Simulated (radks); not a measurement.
Task: Pt XLIX, 30 electrons, occupied as [Ar] 3d10 4s2. All-electron calculation, non-relativistic Kohn-Sham, PBE, spin-polarised, spherical densities, point nucleus; relativity is left out, which matters for an element this heavy. Program: a radial shooting solver on a logarithmic mesh with Libxc functionals. Some entries of the table are withheld. Estimate them.

orbital,occ.,eigenvalue (eV),r(max) (bohr)
1s,2,-73669.92,0.01288
2s,2,(1),(2)
2p,6,-13855.70,0.05427
3s,2,(3),0.1894
3p,6,-4886.934,0.1780
3d,10,-4510.454,(4)
4s,2,(5),0.3895

Result: 
(1) 2s eigenvalue (eV): -14308.32
(2) 2s r(max) (bohr): 0.06998
(3) 3s eigenvalue (eV): -5093.288
(4) 3d r(max) (bohr): 0.1395
(5) 4s eigenvalue (eV): -2558.801
